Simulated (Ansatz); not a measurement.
AlBrH2, SMILES `[AlH2][Br]`. The species carries charge 0 and has multiplicity 1.

Cartesian coordinates in Å:
```
Al -0.070 -0.181 -0.046
Br 0.723 1.866 0.475
H -0.601 -1.080 1.134
H -0.052 -0.605 -1.563
```

List the harmonic frequencies (cm⁻¹, unscaled) at PBE0-D4/def2-TZVP in Ansatz. (Best estimate.)

Computed: 414, 487, 589, 770, 1959, 1976.

Is this a minimum?

Yes, all 6 modes are real.

Give the ideal-gas thermochemistry at 298.15 K and 1 bar (rigid rotor, harmonic oscillator; point group C2v, symmetry number 2).

Zero-point energy 37.1 kJ/mol; H(298) − E = 49.0 kJ/mol; entropy 265.0 J/(mol·K), of which translation 167.4, rotation 88.0, vibration 9.7; G(298) − E = -30.0 kJ/mol.

And at 400, 500, 600, 800 and 1000 K?


```json
{"T (K)": "400", "H − E (kJ/mol)": "54.6", "S (J/mol/K)": "281.1", "G − E (kJ/mol)": "-57.8"}
{"T (K)": "500", "H − E (kJ/mol)": "60.6", "S (J/mol/K)": "294.5", "G − E (kJ/mol)": "-86.6"}
{"T (K)": "600", "H − E (kJ/mol)": "67.0", "S (J/mol/K)": "306.0", "G − E (kJ/mol)": "-116.6"}
{"T (K)": "800", "H − E (kJ/mol)": "80.5", "S (J/mol/K)": "325.5", "G − E (kJ/mol)": "-179.9"}
{"T (K)": "1000", "H − E (kJ/mol)": "94.9", "S (J/mol/K)": "341.5", "G − E (kJ/mol)": "-246.6"}
```
